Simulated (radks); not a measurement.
Task: The mean radii <r> (bohr) of the occupied orbitals of an atom or ion are listed with their occupations. Calculated with a radial shooting solver on a logarithmic mesh with Libxc functionals: non-relativistic Kohn-Sham, LDA (Slater exchange, Perdew-Wang correlation), spin-polarised, spherical densities, point nucleus.

orbital  occ.     <r>
1s down     1  0.2305
1s up       1  0.2305
2s up       1   1.110
2s down     1   1.110
7d up       1   21.78

Name the element and its charge. Open shells, if any, are filled with parallel spins first.

Result: Z = 7, nitrogen, charge +2: N2+ in [He] 2s2 7d1. The 1s radius gives Z: for a bare nucleus <r> = 1.5/Z, 0.2143 bohr for Z = 7, and screening makes it slightly larger (0.2305 here). The occupations add up to 5, and the charge is Z minus that.
